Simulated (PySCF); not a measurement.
SbClBr₂, SMILES [Cl][Sb]([Br])[Br]. Heavy atoms are numbered as in [Sb:1]([Cl:2])([Br:3])[Br:4].

Geometry: r2SCAN-D4/def2-SVP. The structure was generated by enumeration; whether it is a known compound was not checked. The def2 effective core potentials stand for the cores of Sb; spin–orbit coupling is left out.

Method: r2SCAN/def2-TZVP (PySCF).

ESP charges are fitted to the potential on shells at 1.4 to 2.0 van der Waals radii. Atomic charges (e), one atom of each kind:

| atom | ESP fit | Mulliken |
|---|---|---|
| Sb1 | 0.44 | ? |
| Cl2 | -0.17 | ? |
| Br3 | -0.14 | ? |

Fill in the missing entries. (Estimate from the structure and the level; the computed values follow.)


- Sb1, Mulliken: 0.85
- Cl2, Mulliken: -0.31
- Br3, Mulliken: -0.27
